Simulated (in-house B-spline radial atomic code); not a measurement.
A fraction x of an electron is moved 3d → 4f in neutral palladium, starting from [Kr] 4d10 and keeping the highest spin. Method: scalar-relativistic (X2C) PBE, spin-polarised, spherical fractional occupations, Fermi nucleus of rms radius 4.5318 fm. Calculated with a radial B-spline atomic code at the basis-set limit.

```
    x  E(x) - E(0) (eV)  3d down level (eV)  4f up level (eV)
    0            0.0000            -325.178                 -
0.125           40.8690            -328.893            -0.133
 0.25                 ?                   ?                 ?
0.375                 ?                   ?                 ?
  0.5          166.2286            -340.205            -0.317
0.625          208.9500            -344.028            -0.363
 0.75          252.1459            -347.874            -0.404
0.875          295.8193            -351.755            -0.446
    1          339.9736            -355.647            -0.481
```

Problem. What belongs in the row x = 0.25?

Solution. An energy change of 82.1926 eV; 3d down at -332.632 eV, 4f up at -0.205 eV.

Problem. What belongs in the row x = 0.375?

Solution. An energy change of 123.9775 eV; 3d down at -336.404 eV, 4f up at -0.265 eV.

Problem. Check Janak's theorem between x = 0.5 and 0.625.

Solution. The slope of the energy is 341.77 eV; the orbital levels give 341.78 eV (ε of the receiving orbital less ε of the emptying one, averaged over the two points).
